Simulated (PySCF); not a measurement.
Gas-phase reaction: 4 SnS + 4 H2S ⇌ 4 SnH2 + S8

Energies from PySCF, thermal terms from the rigid-rotor harmonic-oscillator model, ideal gas at 1 bar. S°(298 K) at PBE0/def2-TZVP differs from the NASA 1993 table for S8 (-8 J/mol/K); whether the harmonic model or the table's entry is off was not settled. † marks an energy on the PBE0/def2-TZVP geometry and frequencies; other levels use their own. MP2 freezes the core. All species are closed-shell singlets. Sn: scalar-relativistic def2 core potential, no spin-orbit coupling. SnH2: computed as isolated molecules; such fragments, hydroxides, amides, oligomers or adducts are transient or little studied in the gas. MP2 isn't extrapolated to the basis-set limit; its ΔH°(298 K) is 918.6 kJ in def2-SVP and 779.2 kJ in def2-TZVPP. The harmonic model lacks anharmonicity and excited electronic states, which grow with temperature; levels with a mode under 35 cm⁻¹ are left out. Soft modes under 120 cm⁻¹ make the harmonic entropy rough for S8.

| level | ΔE electronic, kJ | ΔH°(298 K), kJ | ΔS°(298 K), J/K | ΔG°(1000 K), kJ |
|---|---|---|---|---|
| MP2/def2-TZVPP† | 821 | 779 | -455 | 1213 |
| PBE/def2-SVP | 724 | 682 | -441 | 1100 |
| PBE0/def2-SVP† | 764 | 723 | -455 | 1157 |
| LDA/def2-TZVP† | 526 | 485 | -455 | 919 |
| ωB97X-V/def2-TZVP† | 652 | 610 | -455 | 1045 |
ΔH° is lowest at LDA/def2-TZVP† and highest at MP2/def2-TZVPP†. No reference value is set beside these.
